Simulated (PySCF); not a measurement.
AlH4, SMILES [AlH4-], charge -1.

Coordinates come from a PBE0-D3(BJ)/def2-TZVPD optimisation. The isomer is the one that the SMILES or the coordinates give; other isomers of the formula were not compared.

These are M06-2X/def2-TZVPD (PySCF) values and carry that method's errors.

Symmetry labels are those of the subgroup D2 that the program uses (full group Td).

Computed valence orbital energies around the gap with their symmetry:
| orbital | symmetry | energy (eV) |
|---|---|---|
| HOMO−7 | A | -112.22 |
| HOMO−6 | B1 | -71.50 |
| HOMO−5 | B2 | -71.50 |
| HOMO−4 | B3 | -71.50 |
| HOMO−3 | A | -7.27 |
| HOMO−2 | B1 | -3.44 |
| HOMO−1 | B2 | -3.44 |
| HOMO | B3 | -3.44 |
| LUMO | A | 3.92 |
| LUMO+1 | B1 | 5.71 |
| LUMO+2 | B2 | 5.71 |
| LUMO+3 | B3 | 5.71 |
